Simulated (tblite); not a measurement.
Compound: C4H9GeOP.
SMILES with atom numbers: `[O:1]=[C:2]([GeH2:3][PH2:4])[CH:5]1[CH2:6][CH2:7]1` (hydrogens: H8, H9 on Ge3; H10, H11 on P4; H12 on C5; H13, H14 on C6; H15, H16 on C7)

Computed with GFN2-xTB (tblite), gas phase: L-BFGS steps from a force-field or distance-geometry start until the largest atomic force falls under 0.01 eV/Å.

Step 16: E = -588.2630 eV
```
atom  x, y, z in Å  |  force x, y, z in eV/Å
O1      0.7865   -1.3295   -1.5065    0.031   0.005  -0.002
C2      0.1997   -0.6086   -0.7319    0.025   0.080   0.075
Ge3     1.3494    0.8259    0.1413    0.041   0.169   0.022
P4      3.4858    0.0567    0.5490   -0.085  -0.003   0.006
C5     -1.2323   -0.7810   -0.4660   -0.013   0.038  -0.021
C6     -2.1496    0.3818   -0.1625    0.055  -0.030   0.033
C7     -1.8009   -0.5709    0.9202    0.059  -0.056  -0.070
H8      0.7644    1.4336    1.4093   -0.074  -0.054   0.034
H9      1.3285    2.0434   -0.7752   -0.012  -0.075  -0.036
H10     4.0961    0.9147   -0.3641   -0.098  -0.070  -0.003
H11     3.3242   -0.9553   -0.3850    0.050   0.024  -0.036
H12    -1.6406   -1.5890   -1.0657   -0.093  -0.014   0.073
H13    -3.1383    0.3353   -0.5994    0.086   0.057   0.042
H14    -1.7248    1.3773   -0.1192    0.029  -0.094  -0.052
H15    -1.1197   -0.2345    1.6930   -0.048  -0.062  -0.074
H16    -2.5359   -1.2910    1.2538    0.048   0.086   0.008
```

Step 17: E = -588.2674 eV
```
atom  x, y, z in Å  |  force x, y, z in eV/Å
O1      0.7903   -1.3279   -1.5082    0.023   0.005   0.011
C2      0.1979   -0.6138   -0.7319    0.099   0.130   0.071
Ge3     1.3457    0.8284    0.1509    0.005   0.096  -0.036
P4      3.4830    0.0539    0.5496   -0.115   0.038   0.066
C5     -1.2337   -0.7863   -0.4693    0.031   0.041   0.004
C6     -2.1416    0.3815   -0.1655    0.033  -0.014   0.085
C7     -1.7932   -0.5727    0.9189   -0.005  -0.014  -0.050
H8      0.7561    1.4396    1.4154   -0.067  -0.044   0.029
H9      1.3303    2.0385   -0.7779   -0.017  -0.079  -0.011
H10     4.0796    0.9162   -0.3648   -0.062  -0.046  -0.023
H11     3.3122   -0.9490   -0.3873    0.045  -0.032  -0.079
H12    -1.6469   -1.5927   -1.0665   -0.087  -0.029   0.057
H13    -3.1325    0.3417   -0.5998    0.106   0.053   0.062
H14    -1.7105    1.3747   -0.1213    0.021  -0.106  -0.066
H15    -1.1100   -0.2381    1.6929   -0.069  -0.077  -0.126
H16    -2.5344   -1.2849    1.2561    0.060   0.078   0.005
```

Step 18: E = -588.2722 eV
```
atom  x, y, z in Å  |  force x, y, z in eV/Å
O1      0.7948   -1.3255   -1.5097    0.024   0.022   0.036
C2      0.1978   -0.6178   -0.7310    0.137   0.144   0.041
Ge3     1.3412    0.8328    0.1615   -0.043  -0.004  -0.078
P4      3.4774    0.0513    0.5510   -0.127   0.057   0.100
C5     -1.2342   -0.7920   -0.4734    0.071   0.026   0.027
C6     -2.1319    0.3808   -0.1673    0.010   0.006   0.098
C7     -1.7844   -0.5750    0.9163   -0.064   0.026  -0.014
H8      0.7453    1.4458    1.4227   -0.056  -0.034   0.015
H9      1.3322    2.0311   -0.7810   -0.024  -0.058   0.002
H10     4.0594    0.9173   -0.3660   -0.022  -0.018  -0.036
H11     3.2988   -0.9424   -0.3913    0.035  -0.071  -0.097
H12    -1.6554   -1.5973   -1.0661   -0.053  -0.028   0.040
H13    -3.1238    0.3501   -0.5990    0.089   0.042   0.067
H14    -1.6933    1.3699   -0.1250    0.033  -0.076  -0.068
H15    -1.0998   -0.2436    1.6902   -0.051  -0.073  -0.136
H16    -2.5318   -1.2765    1.2590    0.041   0.037   0.004
```

Step 19: E = -588.2765 eV
```
atom  x, y, z in Å  |  force x, y, z in eV/Å
O1      0.7997   -1.3226   -1.5101    0.041   0.044   0.058
C2      0.1997   -0.6194   -0.7295    0.109   0.110   0.002
Ge3     1.3356    0.8373    0.1704   -0.077  -0.082  -0.087
P4      3.4690    0.0499    0.5526   -0.111   0.041   0.083
C5     -1.2333   -0.7970   -0.4768    0.079   0.006   0.041
C6     -2.1222    0.3802   -0.1674   -0.001   0.024   0.063
C7     -1.7771   -0.5770    0.9134   -0.089   0.044   0.020
H8      0.7338    1.4509    1.4303   -0.042  -0.031  -0.013
H9      1.3338    2.0227   -0.7840   -0.034  -0.020   0.002
H10     4.0404    0.9186   -0.3673    0.003  -0.002  -0.031
H11     3.2869   -0.9381   -0.3962    0.026  -0.068  -0.075
H12    -1.6642   -1.6017   -1.0646    0.005  -0.004   0.029
H13    -3.1137    0.3588   -0.5969    0.039   0.028   0.055
H14    -1.6762    1.3644   -0.1298    0.056  -0.017  -0.056
H15    -1.0911   -0.2499    1.6853    0.000  -0.050  -0.096
H16    -2.5288   -1.2681    1.2618   -0.002  -0.022   0.006
```

Q: Estimate the geometry and energy of step 20. (The exact step hangs on the optimiser's Hessian estimate; all steps are aligned on step 19, rigid shifts and turns removed.)

A: E = -588.2794 eV, largest force 0.142 eV/Å
```
atom  x, y, z in Å  |  force x, y, z in eV/Å
O1      0.8041   -1.3199   -1.5092    0.061   0.055   0.059
C2      0.2026   -0.6182   -0.7283    0.037   0.048  -0.020
Ge3     1.3298    0.8396    0.1747   -0.080  -0.097  -0.067
P4      3.4605    0.0497    0.5535   -0.076   0.006   0.033
C5     -1.2313   -0.8000   -0.4784    0.051  -0.004   0.044
C6     -2.1155    0.3803   -0.1664    0.001   0.031   0.010
C7     -1.7737   -0.5777    0.9116   -0.071   0.034   0.037
H8      0.7250    1.4531    1.4356   -0.030  -0.035  -0.045
H9      1.3344    2.0165   -0.7864   -0.044   0.010  -0.002
H10     4.0287    0.9198   -0.3684    0.004  -0.005  -0.011
H11     3.2803   -0.9375   -0.4004    0.020  -0.032  -0.031
H12    -1.6698   -1.6044   -1.0625    0.059   0.024   0.025
H13    -3.1062    0.3649   -0.5941   -0.011   0.020   0.033
H14    -1.6641    1.3606   -0.1340    0.073   0.031  -0.038
H15    -1.0855   -0.2549    1.6803    0.047  -0.024  -0.035
H16    -2.5270   -1.2629    1.2635   -0.040  -0.062   0.009
```

The energy changes by -0.0029 eV. The first-order estimate −F·Δx gives -0.0042 eV and the mean of the old and new forces, exact on a quadratic surface, -0.0029 eV. The step makes an angle of 70° with the force vector and moves no atom by more than 0.013 Å.

What follows is the cost of the whole relaxation. Hardware: Arm Neoverse V1, one thread, no GPU, shared host. Cost: 0.46 s.
